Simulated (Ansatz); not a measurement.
Steps of a relaxation of `C=C[SiH2]O[SiH2]F` with RKS PBE0-D4/def2-TZVP.

```sh
$ ansatz run in.yaml --threads 2 --pin off --events-out ev --progress --plain --max-ram 22528MiB --backend cuda --devices 0, --max-vram 18GiB
```

```yaml
crystal:
  periodic: [false, false, false]
  atoms:
    - {symbol: C, position_ang: [0.883490, -0.453450, -1.734530]}
    - {symbol: C, position_ang: [-0.406370, -0.154290, -1.761920]}
    - {symbol: Si, position_ang: [-1.432280, 0.348070, -0.265970]}
    - {symbol: O, position_ang: [-0.558070, 0.196680, 1.100130]}
    - {symbol: Si, position_ang: [0.666140, 0.021750, 2.118460]}
    - {symbol: F, position_ang: [1.811720, 1.062990, 1.690230]}
    - {symbol: H, position_ang: [1.445450, -0.425500, -0.814110]}
    - {symbol: H, position_ang: [1.439610, -0.734080, -2.616760]}
    - {symbol: H, position_ang: [-0.923070, -0.192390, -2.714150]}
    - {symbol: H, position_ang: [-1.825580, 1.756130, -0.329150]}
    - {symbol: H, position_ang: [-2.562340, -0.561140, -0.064900]}
    - {symbol: H, position_ang: [1.262490, -1.292490, 1.964280]}
    - {symbol: H, position_ang: [0.198810, 0.427710, 3.428390]}
basis:
  gaussian: {orbitals: def2-TZVP}
hamiltonian: {xc: pbe0, dispersion: d4}
relax: {f_tol: 0.005, max_steps: 150}
```

Positions (Å) and forces (eV/Å) along the path, 10 of 45 steps:

```xyz
13
step=1 energy=-22700.2750 eV
C     0.883   -0.453   -1.735   -0.010    0.015    0.151
C    -0.406   -0.154   -1.762   -0.607    0.236    0.367
Si   -1.432    0.348   -0.266    0.846   -0.375   -0.194
O    -0.558    0.197    1.100    0.044   -0.125    0.119
Si    0.666    0.022    2.118    0.246    0.880   -0.750
F     1.812    1.063    1.690   -0.060   -0.173    0.153
H     1.445   -0.425   -0.814    0.198    0.002    0.210
H     1.440   -0.734   -2.617    0.068   -0.052   -0.198
H    -0.923   -0.192   -2.714   -0.073   -0.018   -0.223
H    -1.826    1.756   -0.329   -0.304    0.326   -0.212
H    -2.562   -0.561   -0.065   -0.464   -0.104   -0.213
H     1.262   -1.292    1.964    0.164   -0.539    0.173
H     0.199    0.428    3.428   -0.049   -0.074    0.617
13
step=3 energy=-22700.3681 eV
C     0.874   -0.438   -1.723   -0.024   -0.093    0.041
C    -0.424   -0.150   -1.756    0.003    0.032    0.043
Si   -1.423    0.339   -0.273   -0.014   -0.038   -0.054
O    -0.539    0.205    1.097   -0.029   -0.018    0.011
Si    0.695    0.045    2.116    0.134    0.097   -0.022
F     1.858    1.061    1.696   -0.097   -0.097    0.053
H     1.440   -0.434   -0.795    0.013    0.066   -0.046
H     1.432   -0.712   -2.614   -0.006    0.001    0.002
H    -0.938   -0.195   -2.716    0.020    0.037   -0.014
H    -1.892    1.744   -0.401    0.007   -0.012    0.001
H    -2.610   -0.546   -0.148    0.002    0.006    0.012
H     1.270   -1.316    2.036   -0.016    0.004   -0.014
H     0.257    0.399    3.482    0.007    0.014   -0.013
13
step=7 energy=-22700.3709 eV
C     0.878   -0.432   -1.722   -0.002   -0.007   -0.015
C    -0.419   -0.144   -1.752   -0.008    0.002   -0.003
Si   -1.426    0.332   -0.271    0.015   -0.016    0.000
O    -0.544    0.204    1.101   -0.006    0.009    0.011
Si    0.693    0.044    2.116   -0.026   -0.020   -0.005
F     1.876    1.019    1.676    0.022    0.011   -0.013
H     1.456   -0.407   -0.804    0.012    0.012    0.021
H     1.430   -0.703   -2.618    0.000   -0.005   -0.002
H    -0.930   -0.188   -2.714   -0.004    0.011    0.001
H    -1.908    1.732   -0.398   -0.002    0.002   -0.001
H    -2.605   -0.563   -0.146   -0.005   -0.003   -0.002
H     1.230   -1.334    2.057    0.001   -0.001    0.006
H     0.271    0.440    3.475    0.001    0.004    0.003
13
step=10 energy=-22700.3730 eV
C     0.887   -0.396   -1.724    0.000   -0.002   -0.072
C    -0.415   -0.129   -1.753   -0.001    0.003    0.018
Si   -1.433    0.313   -0.269    0.005   -0.021   -0.007
O    -0.548    0.197    1.103    0.023    0.029    0.007
Si    0.690    0.035    2.118   -0.087   -0.109    0.092
F     1.929    0.896    1.604    0.055    0.038   -0.046
H     1.467   -0.367   -0.809    0.017    0.010    0.054
H     1.441   -0.649   -2.624    0.001   -0.003    0.006
H    -0.922   -0.171   -2.717   -0.017    0.007    0.004
H    -1.949    1.702   -0.386    0.000    0.001    0.000
H    -2.590   -0.611   -0.149   -0.001    0.002   -0.004
H     1.135   -1.379    2.156   -0.015    0.073    0.010
H     0.308    0.560    3.449    0.020   -0.026   -0.061
13
step=12 energy=-22700.3748 eV
C     0.893   -0.368   -1.729   -0.001   -0.025   -0.042
C    -0.413   -0.119   -1.755    0.009    0.012    0.016
Si   -1.435    0.299   -0.267   -0.023   -0.002   -0.042
O    -0.545    0.193    1.101    0.016    0.020    0.028
Si    0.686    0.028    2.121    0.043   -0.063    0.099
F     1.962    0.808    1.557   -0.051   -0.032    0.015
H     1.474   -0.337   -0.813    0.001    0.011    0.020
H     1.449   -0.614   -2.630   -0.003    0.014    0.006
H    -0.922   -0.159   -2.718   -0.010   -0.007   -0.002
H    -1.975    1.679   -0.378    0.004   -0.005    0.005
H    -2.578   -0.643   -0.150    0.008    0.001   -0.002
H     1.072   -1.402    2.235   -0.027    0.113   -0.004
H     0.333    0.636    3.427    0.032   -0.036   -0.097
13
step=13 energy=-22700.3751 eV
C     0.897   -0.342   -1.738    0.033    0.095   -0.013
C    -0.413   -0.111   -1.761    0.021   -0.050    0.037
Si   -1.434    0.285   -0.267   -0.040   -0.005   -0.039
O    -0.539    0.186    1.099    0.002    0.003    0.016
Si    0.681    0.017    2.130    0.184    0.011    0.060
F     1.994    0.702    1.513   -0.188   -0.108    0.112
H     1.478   -0.291   -0.821   -0.028   -0.016   -0.038
H     1.460   -0.562   -2.641   -0.027   -0.036    0.020
H    -0.930   -0.166   -2.720    0.011    0.015   -0.008
H    -1.992    1.660   -0.368    0.005   -0.015    0.005
H    -2.564   -0.674   -0.153    0.009    0.009    0.003
H     1.001   -1.424    2.328   -0.037    0.165   -0.018
H     0.360    0.719    3.399    0.054   -0.069   -0.136
13
step=19 energy=-22700.3848 eV
C     0.910   -0.233   -1.795   -0.058    0.021   -0.008
C    -0.415   -0.103   -1.780    0.095   -0.014   -0.006
Si   -1.422    0.246   -0.266   -0.001   -0.002   -0.003
O    -0.488    0.216    1.076    0.034    0.013    0.031
Si    0.670   -0.005    2.170    0.074   -0.024   -0.002
F     2.087    0.362    1.522   -0.128   -0.038    0.064
H     1.517   -0.126   -0.901   -0.036   -0.016    0.025
H     1.456   -0.446   -2.709   -0.015    0.010   -0.024
H    -0.952   -0.208   -2.723    0.007   -0.014    0.011
H    -2.058    1.586   -0.361   -0.008    0.000    0.007
H    -2.496   -0.772   -0.117    0.017    0.003   -0.006
H     0.737   -1.434    2.574   -0.008    0.132   -0.021
H     0.454    0.917    3.311    0.028   -0.072   -0.069
13
step=36 energy=-22700.4006 eV
C     0.932   -0.090   -1.834   -0.004   -0.007    0.004
C    -0.397   -0.093   -1.782   -0.002    0.006   -0.003
Si   -1.382    0.213   -0.245    0.007    0.000    0.012
O    -0.388    0.518    1.027    0.017   -0.011   -0.017
Si    0.629   -0.004    2.166   -0.023    0.006    0.006
F     2.081   -0.195    1.527    0.006    0.000   -0.004
H     1.544    0.095   -0.957   -0.002    0.004    0.000
H     1.470   -0.278   -2.760    0.001    0.002    0.000
H    -0.948   -0.288   -2.702    0.001    0.000    0.003
H    -2.268    1.392   -0.413   -0.002    0.000    0.001
H    -2.226   -0.972    0.069    0.000    0.000    0.000
H     0.208   -1.324    2.686    0.000    0.000   -0.002
H     0.745    1.025    3.218    0.001    0.001    0.000
13
step=41 energy=-22700.4010 eV
C     0.929   -0.073   -1.849    0.002   -0.012    0.005
C    -0.400   -0.086   -1.795   -0.001    0.004    0.000
Si   -1.372    0.201   -0.246    0.003    0.004   -0.003
O    -0.360    0.514    1.009   -0.002   -0.002   -0.002
Si    0.626   -0.005    2.175   -0.004   -0.003    0.003
F     2.076   -0.266    1.558   -0.001    0.002    0.002
H     1.539    0.111   -0.970   -0.001    0.000   -0.003
H     1.468   -0.251   -2.775   -0.004    0.006   -0.003
H    -0.954   -0.278   -2.714    0.005   -0.001    0.005
H    -2.276    1.369   -0.398   -0.001   -0.006    0.004
H    -2.196   -0.996    0.078    0.002    0.006    0.000
H     0.153   -1.293    2.732    0.003    0.008   -0.002
H     0.767    1.053    3.196   -0.001   -0.007   -0.005
13
step=45 energy=-22700.4011 eV
C     0.929   -0.076   -1.850    0.000   -0.001    0.001
C    -0.400   -0.085   -1.795   -0.002    0.000    0.001
Si   -1.372    0.201   -0.246    0.001    0.000   -0.002
O    -0.360    0.514    1.009   -0.001    0.000    0.000
Si    0.626   -0.005    2.176   -0.003    0.000    0.002
F     2.076   -0.261    1.559    0.003   -0.001   -0.001
H     1.541    0.105   -0.971   -0.001    0.000   -0.001
H     1.467   -0.252   -2.777   -0.001    0.000    0.000
H    -0.954   -0.274   -2.714    0.001    0.001    0.002
H    -2.277    1.369   -0.397    0.001   -0.001    0.000
H    -2.196   -0.996    0.077    0.001    0.001    0.000
H     0.156   -1.294    2.731    0.000    0.001   -0.001
H     0.764    1.052    3.198   -0.001   -0.001   -0.001
```

Hardware: 2 threads of an AMD EPYC 7R13 on a shared host and a share of an NVIDIA H100 80 GB. Wall time 92 s, peak host memory 0.91 GiB.
